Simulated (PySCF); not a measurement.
Geometries of 2 isomers of CH7AsSi, from PBE0-D3(BJ)/def2-SVP geometry optimisation, gas phase (PySCF 2.14.0). One conformer each, no zero-point energy, no frequencies.

Task: Which isomer lies lower at this level?
A.
```xyz
10
angstrom
C      1.658    0.236    0.113
As     0.341   -1.239   -0.002
Si    -1.586    0.134    0.116
H      2.655   -0.197    0.276
H      1.436    0.949    0.918
H      1.667    0.768   -0.849
H      0.290   -1.527    1.497
H     -2.795   -0.714    0.342
H     -1.735    0.846   -1.191
H     -1.493    1.158    1.203
```
B.
```xyz
10
angstrom
C     -1.517   -0.538   -0.049
Si    -0.087    0.683   -0.067
As     1.789   -0.311    0.998
H     -2.403   -0.110   -0.543
H     -1.791   -0.799    0.984
H     -1.248   -1.465   -0.578
H      0.231    1.099   -1.468
H     -0.437    1.909    0.716
H      2.081   -1.191   -0.214
H      2.731    0.783    0.509
```

Result: B. That is `C[SiH2][AsH2]`, 8.2 kcal/mol below the other.

```tsv
SMILES	atoms numbered as above	E (Eh)	relative (kcal/mol)	relative (kJ/mol)	dipole (D)
C[SiH2][AsH2]	[CH3:1][SiH2:2][AsH2:3]	-2566.85499	0.0	0.0	0.96
C[AsH][SiH3]	[CH3:1][AsH:2][SiH3:3]	-2566.84188	8.2	34.4	1.00
```

As drawn, the lower has an Si–C bond, which the higher lacks.
